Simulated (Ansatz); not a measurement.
`NC#C[CH2][InH2]`, relaxed with RKS PBE0-D4/def2-TZVP in Ansatz 0.2.0 from a GFN2-xTB geometry. The force threshold is 0.005 eV/Å; the program also tests the step.

The species carries charge 0 and has multiplicity 1. In takes the def2 core potential.

Start:

```xyz
11

N     0.767    2.127    1.805
C     0.184    1.248    0.967
C    -0.473    0.509    0.276
C    -1.204   -0.390   -0.563
In    0.182   -2.001   -1.378
H     1.081    2.975    1.351
H     1.486    1.717    2.389
H    -2.000   -0.911   -0.023
H    -1.632    0.135   -1.422
H    -0.330   -3.581   -2.007
H     1.937   -1.830   -1.395
```

| step | energy (eV) | largest force (eV/Å) | largest move (Å) |
| --- | --- | --- | --- |
| 1 | -9865.9379 | 0.972 | 0.000 |
| 2 | -9866.0363 | 0.173 | 0.194 |
| 3 | -9866.0442 | 0.674 | 0.187 |
| 4 | -9866.0520 | 0.833 | 0.195 |
| 5 | -9866.0769 | 0.422 | 0.071 |
| 6 | -9866.0910 | 0.140 | 0.090 |
| 7 | -9866.0975 | 0.527 | 0.173 |
| 8 | -9866.1011 | 0.188 | 0.088 |
| 9 | -9866.1019 | 0.142 | 0.055 |
| 10 | -9866.1027 | 0.101 | 0.021 |
| 11 | -9866.1036 | 0.044 | 0.026 |
| 13 | -9866.1082 | 0.106 | 0.118 |
| 15 | -9866.1150 | 0.147 | 0.075 |
| 17 | -9866.1271 | 0.244 | 0.194 |
| 19 | -9866.1446 | 0.211 | 0.101 |
| 21 | -9866.1646 | 0.120 | 0.191 |
| 23 | -9866.1698 | 0.087 | 0.078 |
| 25 | -9866.1796 | 0.090 | 0.149 |
| 27 | -9866.1868 | 0.118 | 0.063 |
| 29 | -9866.1902 | 0.075 | 0.023 |
| 31 | -9866.1916 | 0.037 | 0.021 |
| 33 | -9866.1923 | 0.040 | 0.040 |
| 35 | -9866.1924 | 0.009 | 0.001 |
| 37 | -9866.1924 | 0.003 | 0.007 |
| 39 | -9866.1925 | 0.005 | 0.005 |
| 40 | -9866.1925 | 0.004 | 0.001 |

End:

```xyz
11

N     0.904    1.371    1.790
C     0.183    0.826    0.794
C    -0.655    0.473   -0.021
C    -1.390   -0.215   -1.037
In    0.335   -1.594   -0.927
H     0.672    2.325    2.026
H     1.898    1.212    1.758
H    -2.324   -0.666   -0.706
H    -1.500    0.320   -1.978
H     0.193   -2.875    0.205
H     1.684   -1.178   -1.904
```

Hardware: 4 threads of an Arm Neoverse V1 on a shared host. Wall time 2.6 min, peak host memory 0.59 GiB.
